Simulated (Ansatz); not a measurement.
`BCCCl` + `C#CS` → `BSC#C` + `CCCl` at 700 K and 1 bar (ligand exchange at a B–C bond).

Gas-phase electronic energies from Ansatz, PBE0-D4/def2-TZVP geometries. CCSD(T)/CBS is the MP2 limit (def2-TZVPP, def2-QZVPP) plus CCSD(T) − MP2 in def2-TZVPP, frozen cores. This one scheme is used for every species. Each species was taken in one conformer, which may not be the lowest.

```
species  CCSD(T)/CBS energy (Eh)  H − E (kJ/mol)  S (J/(mol·K))
`BCCCl`               -564.26783           266.4          408.6
 `C#CS`               -475.00020           113.6          322.8
`BSC#C`               -500.39539           164.0          364.8
 `CCCl`               -538.89655           222.9          345.6
```

H − E and S are ideal-gas, rigid-rotor, harmonic terms from PBE0-D4/def2-TZVP, for one conformer and one mirror image of each species. 1 Eh = 2625.50 kJ/mol, R = 8.31446 J/(mol·K).

Q: By hand: ΔE, ΔH, ΔS and ΔG.

A: ΔE = (-500.39539) + (-538.89655) − (-564.26783) − (-475.00020) = -0.02391 Eh = -62.8 kJ/mol. Δ(H − E) = 164.0 + 222.9 − 266.4 − 113.6 = 6.9, so ΔH = -55.9 kJ/mol. ΔS = 364.8 + 345.6 − 408.6 − 322.8 = -21.0 J/(mol·K). ΔG = -55.9 − 700 × (-21.0)/1000 = -41.2 kJ/mol.

Q: By hand: the equilibrium constant, and the temperature at which ΔG would vanish if ΔH and ΔS stayed fixed.

A: log₁₀ K = −ΔG/(RT ln 10) = 3.1. ΔG = 0 at ΔH/ΔS = 2662 K, far beyond where these terms or the molecules hold.

ΔH outweighs TΔS. A doubt of 5 kJ/mol in ΔE shifts log₁₀ K by 0.4 here. Other conformers and mirror images would add mixing entropy, several J/(mol·K) or more a flexible species. These are equilibria of isolated gas molecules and say nothing of rates. Largest T1 diagnostic: 0.014 (customary marks: 0.02 for closed shells, 0.045 for open ones).
